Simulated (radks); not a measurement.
Values are calculated unless marked as measured or tabulated.
The titanium ion Ti15+, 7 electrons, occupied as [He] 2s2 2p3.

Code: a radial shooting solver on a logarithmic mesh with Libxc functionals. Model: non-relativistic Kohn-Sham, r2SCAN, spin-polarised, spherical densities, point nucleus; open shells are filled with parallel spins first; meta-GGA in the generalised Kohn-Sham scheme.

Energy parts (hartree):
part                       energy
total                  -695.93084
kinetic                 695.71615
electron-nucleus      -1477.09536
Hartree                 111.55609
exchange-correlation    -26.10772

Orbitals (lengths in bohr, moments of r in powers of bohr; r(max) is where P^2 peaks; r(90%) holds 90 % of the orbital's charge):
orbital,occ.,eigenvalue (hartree),r(90%),r(max),<1/r>
1s up,1,-202.5834,0.125,0.04612,21.55
1s down,1,-201.9580,0.124,0.04605,21.61
2s up,1,-39.58398,0.468,0.2598,4.858
2s down,1,-38.51249,0.474,0.2622,4.768
2p up,3,-37.07493,0.428,0.2077,4.782
2p down,0,-35.72860,0.437,0.2110,4.713
3s up,0,-15.03828,1.09,0.7095,1.952
3s down,0,-14.42372,1.08,0.6944,2.011
3p up,0,-14.26738,1.08,0.6780,1.919
3p down,0,-13.62448,1.07,0.6662,1.981
3d up,0,-13.38106,0.968,0.5240,1.873
3d down,0,-12.82708,0.948,0.5282,1.887

The highest occupied level is 2p up at -1008.9 eV. The electron density at the nucleus is 7167 e/bohr^3. Virial ratio -V/T = 2.00031.
